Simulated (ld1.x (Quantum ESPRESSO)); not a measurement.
**Os (Z = 76): variants of one TM semilocal potential**

Base potential:

| Property | Result |
| --- | --- |
| Element | osmium |
| Generator | ld1.x (Quantum ESPRESSO) 7.5 |
| Type | norm-conserving Troullier–Martins (semilocal form) |
| Functional | PBE |
| Relativity | scalar-relativistic |
| Frozen core | [Kr] 4d10 4f14 5s2 |
| Valence charge | 14 |
| Reference configuration | 5p6 5d6 6s1.5 6p0.5 |
| Partial waves | 6s (bound): rc 2.55 bohr; 5d (bound): rc 1.70 bohr; 5f channel at 0.1 Ry: rc 2.05 bohr; 5p (bound): rc 1.80 bohr |
| Local potential | the p channel |
| Core correction | none |

Occupied shells without a wave of their own: 6p. They enter only through the test configuration that unscreens the potential.

Cutoffs, loose and tight: the cutoffs (Ry, on a coarse ladder) from which the occupation-weighted sum of valence levels, in a spherical-Bessel basis at the reference potential, stays within 10 and 1 mRy of its value at 400 Ry. They do not see the model core or the augmentation charge, which bear on the density cutoff. Test errors are all-electron minus pseudo excitation energies from the reference, over the configurations 5p6 5d6 6s2 6p0; 5p6 5d6 6s1 6p0; 5p6 5d6 6s0 6p0; 5p5 5d6 6s2 6p0; 5p6 5d5 6s2 6p1; 5p6 5d5 6s2 6p0; 5p6 5d5 6s0 6p0. A dash means not determined; rows that change the core or the reference have their own tests.

A semilocal file is local in each channel, so a ghost entry of none says nothing of the separable form that plane-wave codes build from it.

```csv
change,outcome,"cutoff, loose","cutoff, tight",bound ghosts,largest test error (meV)
base,"generated, misses its reference levels by 0.17 eV",40 Ry,55 Ry,none,-390
wave 5p (bound): rc 1.80 bohr becomes 5p (bound): rc 1.12 bohr,generated,120 Ry,200 Ry,none,-166
wave 5p (bound): rc 1.80 bohr becomes 5p (bound): rc 1.36 bohr,generated,100 Ry,120 Ry,none,-196
wave 5p (bound): rc 1.80 bohr becomes 5p (bound): rc 1.48 bohr,generated,60 Ry,100 Ry,none,-229
wave 5p (bound): rc 1.80 bohr becomes 5p (bound): rc 1.88 bohr,"generated, misses its reference levels by 0.18 eV",40 Ry,55 Ry,none,-415
wave 5p (bound): rc 1.80 bohr becomes 5p (bound): rc 2.00 bohr,"generated, misses its reference levels by 0.23 eV",35 Ry,55 Ry,none,-482
wave 5p (bound): rc 1.80 bohr becomes 5p (bound): rc 2.20 bohr,"generated, misses its reference levels by 0.27 eV",35 Ry,55 Ry,none,-543
wave 5p (bound): rc 1.80 bohr becomes 5p (bound): rc 2.40 bohr,"generated, misses its reference levels by 0.24 eV",35 Ry,55 Ry,none,-490
wave 5p (bound): rc 1.80 bohr becomes 5p (bound): rc 2.56 bohr,generated,35 Ry,55 Ry,none,-370
```

Problem. What comes out with this change to the base: wave 5p (bound): rc 1.80 bohr becomes 5p (bound): rc 2.70 bohr?

Solution. outcome: generated; cutoff, loose: 35 Ry; cutoff, tight: 55 Ry; bound ghosts: none; largest test error (meV): -236.

Problem. What comes out with this change to the base: wave 5p (bound): rc 1.80 bohr becomes 5p (bound): rc 1.68 bohr?

Solution. outcome: generated; cutoff, loose: 45 Ry; cutoff, tight: 80 Ry; bound ghosts: none; largest test error (meV): -320.

Reading the sweep of the p radius (base included, trends over the rows without a ghost): The loose cutoff falls from 120 Ry at 1.12 to 35 Ry at 2.7 bohr. A larger radius leaves more room for a smooth pseudo-wave, so fewer plane waves are needed; a smaller one forces it to follow the all-electron wave where it bends sharply. The median size of the test errors (rows with all tests solved) is not monotonic: lowest 17.4 meV at 1.12 bohr, highest 289.0 meV at 2.2 bohr.
